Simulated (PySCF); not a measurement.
# Electron correlation in Se³⁺ (selenium, charge +3)

[Ar] 3d10 4s2 4p1, 2P determinant. All numbers are calculated (PySCF 2.14, a scalar-relativistic core potential, in aug-cc-pVDZ-PP with ECP10MDF). Frozen: 3s2 3p6 3d10; 3 electrons correlated.

MP2 pair energies summed by pair of shells (mhartree):

```tsv
pair	energy	share (%)
4s-4s	-20.10	58.4
4s-4p	-14.30	41.6
```

Total MP2 correlation energy: -34.40 mhartree.

Same-spin part -2.12 and opposite-spin part -32.28 mhartree; SCS-MP2 scales them by 1/3 and 6/5 to -39.44 mhartree.

| level | correlation energy (mhartree) |
| --- | --- |
| CCSD | -49.73 |
| (T) | -0.37 |
| CCSD(T) | -50.10 |

Diagnostics: T1 = 0.0068, D1 = 0.0165, largest double amplitude 0.096.

Cost of the coupled-cluster step: 0.13 s of wall time on 1 thread of Neoverse-V2 (shared host), for 3 correlated electrons.

Iterations:

```
CC2 = 0
CCSD nocc = (np.int64(2), np.int64(1)), nmo = (23, 23)
frozen orbitals [[0, 1, 2, 3, 4, 5, 6, 7, 8], [0, 1, 2, 3, 4, 5, 6, 7, 8]]
max_cycle = 100
direct = 0
conv_tol = 1e-08
conv_tol_normt = 1e-06
diis_space = 8
diis_start_cycle = 0
Init t2, MP2 energy = -0.0343979650356696
Init E_corr(UCCSD) = -0.0343979650366706
cycle = 1  E_corr(UCCSD) = -0.0445854491091314  dE = -0.0101874841  norm(t1,t2) = 0.0425379
cycle = 2  E_corr(UCCSD) = -0.0478594829053203  dE = -0.0032740338  norm(t1,t2) = 0.015903
cycle = 3  E_corr(UCCSD) = -0.0497443891506911  dE = -0.00188490625  norm(t1,t2) = 0.00640513
cycle = 4  E_corr(UCCSD) = -0.0497281164819126  dE = 1.62726688e-05  norm(t1,t2) = 0.000599733
cycle = 5  E_corr(UCCSD) = -0.0497345426327271  dE = -6.42615081e-06  norm(t1,t2) = 4.89397e-05
cycle = 6  E_corr(UCCSD) = -0.0497329660588892  dE = 1.57657384e-06  norm(t1,t2) = 6.86968e-06
cycle = 7  E_corr(UCCSD) = -0.0497336137414825  dE = -6.47682593e-07  norm(t1,t2) = 1.7221e-06
cycle = 8  E_corr(UCCSD) = -0.0497334443454206  dE = 1.69396062e-07  norm(t1,t2) = 4.68069e-07
cycle = 9  E_corr(UCCSD) = -0.049733451908027  dE = -7.56260636e-09  norm(t1,t2) = 6.96533e-08
UCCSD converged
E(UCCSD) = -369.6791390154904  E_corr = -0.04973345190802696
UCCSD(T) correction = -0.000367438828939266
```
